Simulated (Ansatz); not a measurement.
Consider the cleavage of the Ge–Si bond: `[SiH3][SiH2][GeH3]` + `[CH3][AlH][SH]` → `[CH3][AlH][S][GeH3]` + disilane.

Calculated with Ansatz (gas phase, PBE0-D4/def2-TZVP geometries, no zero-point term in ΔE). CCSD(T)/CBS is the MP2 limit (def2-TZVPP, def2-QZVPP) plus CCSD(T) − MP2 in def2-TZVPP, frozen cores. This one scheme is used for every species. Functionals use def2-TZVPP. B3LYP here is the variant with VWN-RPA as its local correlation; programs differ in this. HSE06 is defined as in plane-wave codes. For Ge outer-core shells are correlated without core-valence functions, which leaves a few kJ/mol of doubt a bond. Scalar relativity is left out up to krypton. One conformer a species, not always the lowest.

(1) Is it downhill or uphill in electronic energy at CCSD(T)/CBS, and by how much? (Best estimate.)

(2) What do these levels give: B97M-V, BHLYP-D4, PBE, revPBE, r2SCAN, B3LYP, r2SCANh, HSE06, CCSD/def2-SVP, CCSD(T)/def2-TZVPP, HF/CBS(def2), MP2/CBS(def2)? (Estimate.)

Largest T1 diagnostic among the species: 0.013.

Answers

(1) Ansatz gave: Downhill: ΔE = -0.27 eV.

(2) Ansatz gave: B97M-V -0.26, BHLYP-D4 -0.32, PBE -0.16, revPBE -0.15, r2SCAN -0.23, B3LYP -0.23, r2SCANh -0.24, HSE06 -0.20, CCSD/def2-SVP -0.27, CCSD(T)/def2-TZVPP -0.27, HF/CBS(def2) -0.38, MP2/CBS(def2) -0.33 eV.

From PBE to PBE0 (25 % exact exchange), in def2-TZVPP and without D4, ΔE moves by −0.04 eV. Leaving LDA and LC-ωPBE aside and taking each functional with its dispersion term where it has one, the values, not all of them listed here, spread over 0.13 eV, from BHLYP-D4 to PBE-D4. The D4 term adds −0.04 eV with B3LYP and −0.02 eV with PBE0; it sums over pairs of atoms, weighted by their polarisabilities, and B3LYP, whose exchange is more repulsive, gets the larger term.
